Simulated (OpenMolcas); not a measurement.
Ag2+ among 5 point charges of -2 e arranged as a square pyramid (C4v), 2.24 Å from the ion, with the axial distance 1.971 Å.

```json
{"Program": "OpenMolcas", "Method": "CASSCF", "Basis": "ANO-RCC-VTZP [7s6p4d2f1g]", "Scalar Hamiltonian": "DKH2, point nucleus", "Active space": "9 electrons in 5 orbitals (4d)", "State averaging": "2S+1 = 2 even, 5 roots", "Spin-orbit coupling": "state interaction with AMFI integrals over the reference wave functions"}
```

(1) What is the spin-free ground state?

(2) Where is the first state of the same spin?

(3) What are the lowest two levels with spin-orbit coupling?

(4) What is χT at 300 K, and how does it compare with the textbook value?

## Answers

(1) A state of multiplicity 2, 1-fold in its orbital part, 100 % from free-ion D terms; it has the highest spin that d9 allows.

(2) A 1-fold state lies at 3930 cm-1 above the ground state.

(3) A 2-fold level with g = 1.89, 1.89, 4.45, then a 2-fold level 4622 cm-1 above it. Their leading multiplicities are 2 (100 %) and 2 (100 %).

(4) The lowest level has 2S+1 = 2, for which the spin-only value is χT = S(S+1) / 2 = 0.375 cm3 K/mol (g = 2). The computed 0.894 at 300 K differs by +0.519, through orbital momentum, spin-orbit coupling and any other state in reach.

This is an electrostatic model: the charges have no orbitals. An unlabelled pair can be two single states that coincide in this model. No measured value stands beside these numbers.
